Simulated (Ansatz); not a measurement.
NiO₂⁻, relaxed as a doublet with UKS PBE0-D4/def2-TZVPD in Ansatz, starting from the GFN1-xTB geometry. Force threshold 0.02 eV/Å.

The structure holds one bond between oxygen atoms, so isomers without such links may lie far lower. The charge -1 doublet is spin-contaminated (final ⟨S²⟩ up to 1.63, 0.75 for a pure state). The highest occupied level of the charge -1 doublet lies above zero (up to 0.24 eV). The electron is either unbound and held by the finite basis, or the level is raised by self-interaction error. Another isomer (quartet) lies 2.33 eV lower at PBE0-D4/def2-TZVPD; other spin states weren't run for this one.

Start:

```xyz
3

Ni    0.813    0.255    0.707
O    -0.436   -0.812   -0.073
O    -0.377    0.558   -0.635
```

Task: Estimate the energy that the relaxation releases and the steps that it takes.

Result: 3.7 kJ/mol, in 5 steps; 7.5 s on 4 threads of Arm Neoverse V2 on a shared host. No frequencies were taken in this run, so the end may be a saddle point.

Task: Does the start keep its bonding and symmetry?

Result: By distances, no bond broke or formed. The bond that changes most is Ni1–O2, from 1.82 to 1.87 Å (atoms count from 1). Point group C2v at the start, C2v at the end, both within 0.05 Å.

Task: Predict the relaxed structure.

Result: 
```xyz
3

Ni    0.843    0.264    0.734
O    -0.451   -0.803   -0.092
O    -0.393    0.539   -0.642
```
Bond lengths: 2 × Ni–O 1.87 Å; 1 × O–O 1.45 Å.
